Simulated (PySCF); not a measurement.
Compound: H₅NSSn.
Cartesian coordinates in Å at the PBE0-D3(BJ)/def2-SVP level; atoms count from 1:
```xyz
8
H5NSSn angstrom
N     -1.6799   -0.1510   -0.3121
Sn     0.1502    0.4432    0.3443
S      1.8359   -1.1558   -0.3984
H     -1.9711   -1.0503    0.0667
H     -1.7291   -0.2188   -1.3273
H      0.4879    1.9649   -0.3624
H      0.0882    0.4852    2.0540
H      2.8740   -0.3371   -0.1166
```

Method used: PySCF, PBE0-D3(BJ)/def2-SVP geometry optimisation, gas phase, def2 core potentials past Kr.

Which atoms are bound to Sn2, and at what distances?

4 atoms: H7 1.711 Å, H6 1.711 Å, N1 2.033 Å, S3 2.439 Å. The nearest atom not counted as bound is H5, at 2.60 Å (others tie with it).

List the angles at Sn2.

```csv
angle,degrees,distance of the outer atoms (Å)
H6–Sn2–H7,113.4,2.86
S3–Sn2–H7,110.2,3.43
N1–Sn2–S3,109.4,3.66
S3–Sn2–H6,108.7,3.40
N1–Sn2–H6,107.7,3.03
N1–Sn2–H7,107.3,3.02
```

What is the shape at Sn2?

Distorted tetrahedral: angles from 107.3° to 113.4°; τ4 = (360° − α − β)/141° = 0.97 with α and β the two widest (0 for a square, 1 for a tetrahedron).

What are the other bond lengths?

N1–H4, N1–H5 1.019 Å; S3–H8 1.352 Å.

What are the rotational constants (commonest isotopes, rigid rotor)?

A = 8771, B = 2645, C = 2128 MHz: an asymmetric top.

Charge 0, singlet. Not checked by PBE0-D3(BJ)/def2-SVP frequencies.

The run took 29 s on one thread, Arm Neoverse V2 (aarch64), shared host with 96 logical CPUs at a one-minute load of 41, and the process peaked at 0.36 GiB of memory. These figures are those of the optimisation.

One conformer stands for the species.
